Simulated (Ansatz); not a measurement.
(H2Al-mu-PSiH3)2 (Al2Si4P2H16). Total charge 0; triplet. Geometry PBE0-D4/def2-SVP, that of the neutral singlet.

```
atom   x (Å)   y (Å)   z (Å)
 Al1  -1.008   1.396  -0.357
  H2  -1.709   1.462  -1.787
  H3  -1.160   2.511   0.773
  P4   1.346   0.792  -0.615
 Si5   2.033   0.792  -2.751
 Si6   2.726   2.104   0.571
 Al7   1.026  -1.436   0.340
  H8   1.161  -2.537  -0.804
  H9   1.736  -1.520   1.764
 P10  -1.325  -0.823   0.617
Si11  -2.747  -2.105  -0.553
Si12  -2.018  -0.769   2.750
 H13   3.433   0.281  -2.834
 H14   1.974   2.181  -3.298
 H15   1.108  -0.102  -3.504
 H16   2.671   3.500   0.043
 H17   4.125   1.589   0.479
 H18   2.250   2.064   1.984
 H19  -2.266  -2.112  -1.964
 H20  -2.754  -3.492  -0.001
 H21  -4.122  -1.529  -0.476
 H22  -3.393  -0.192   2.813
 H23  -2.027  -2.150   3.318
 H24  -1.057   0.093   3.494
```

At PBE0-D4/def2-TZVP a singlet of charge 0 lies 4.82 eV below the triplet at the same geometry.

(1) Estimate the α-spin orbital energies around the gap (eV) in Ansatz with PBE-D4/def2-TZVP, r2SCAN-D4/def2-TZVP, PBE0-D4/def2-TZVP.

## Answers

(1) 
| orbital | PBE-D4/def2-TZVP | r2SCAN-D4/def2-TZVP | PBE0-D4/def2-TZVP |
| --- | --- | --- | --- |
| HOMO−5 | -7.56 | -7.93 | -8.87 |
| HOMO−4 | -7.31 | -7.65 | -8.55 |
| HOMO−3 | -7.21 | -7.53 | -8.35 |
| HOMO−2 | -7.03 | -7.30 | -8.13 |
| HOMO−1 | -6.76 | -7.09 | -7.91 |
| HOMO | -2.10 | -2.16 | -2.58 |
| LUMO | -1.69 | -1.46 | -0.95 |
| LUMO+1 | -1.67 | -1.37 | -0.91 |
| LUMO+2 | -1.42 | -1.19 | -0.64 |
| LUMO+3 | -1.11 | -0.84 | -0.29 |
| LUMO+4 | -0.97 | -0.67 | -0.13 |
| LUMO+5 | -0.71 | -0.47 | 0.01 |
| β HOMO | -6.79 | -7.01 | -7.59 |
| β LUMO | -6.34 | -6.44 | -6.01 |
